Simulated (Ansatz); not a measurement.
Vertical ionisation energy (eV) of eight silicon and germanium compounds: PBE beside CAM-B3LYP, computed with Ansatz (a first-principles code) for isolated molecules in the bases named; differences from unrounded values. The eight are the first of their class met in an unordered collection, after screening for sound electronic states; none was chosen by its value. Functionals give these values as differences of separate SCF runs (ΔSCF), EOM-CCSD as a root; each molecule has one DFT geometry for both levels.

| molecule | basis | CAM-B3LYP |
|---|---|---|
| Ge(F)(Cl)2(OH) (Cl2FGeHO), SMILES [OH][Ge]([F])([Cl])[Cl] | def2-SVPD | 12.36 |
| CH8F2Si3, SMILES FC[SiH2][Si@@H](F)[SiH3] | def2-SVPD | 9.78 |
| C2H4ClNSi, SMILES N#CC[SiH2]Cl | def2-SVPD | 11.28 |
| CH8ClNSi3, SMILES C1[Si@@](N)(Cl)[SiH2][SiH2]1 | def2-SVPD | 9.10 |
| C2H9FSi2, SMILES C([SiH2][SiH2]F)C | def2-SVPD | 10.13 |
| B(SiH3)3 (BH9Si3), SMILES [SiH3]B([SiH3])[SiH3] | def2-SVPD | 9.91 |
| Si(F)(OH)2(NH2) (FH4NO2Si), SMILES N[Si](O)(O)F | def2-SVPD | 10.86 |
| FGeH5SSi, SMILES [S]([GeH3])[SiH2]F | def2-SVPD | 9.78 |

Q: Estimate the PBE values and say how PBE differs from CAM-B3LYP over the set. (The exact figures need the calculation; the answer reports its results.)

A: 
```
molecule                                                     PBE  difference
---------------------------------------------------------  -----  ----------
Ge(F)(Cl)2(OH) (Cl2FGeHO), SMILES [OH][Ge]([F])([Cl])[Cl]  11.39       -0.98
CH8F2Si3, SMILES FC[SiH2][Si@@H](F)[SiH3]                   9.34       -0.44
C2H4ClNSi, SMILES N#CC[SiH2]Cl                             10.58       -0.70
CH8ClNSi3, SMILES C1[Si@@](N)(Cl)[SiH2][SiH2]1              8.72       -0.38
C2H9FSi2, SMILES C([SiH2][SiH2]F)C                          9.59       -0.53
B(SiH3)3 (BH9Si3), SMILES [SiH3]B([SiH3])[SiH3]             9.43       -0.48
Si(F)(OH)2(NH2) (FH4NO2Si), SMILES N[Si](O)(O)F            10.23       -0.63
FGeH5SSi, SMILES [S]([GeH3])[SiH2]F                         9.52       -0.26
```
PBE lies below CAM-B3LYP in 8 and above it in 0 of the eight; the mean signed difference is -0.55 and the largest -0.98 eV.
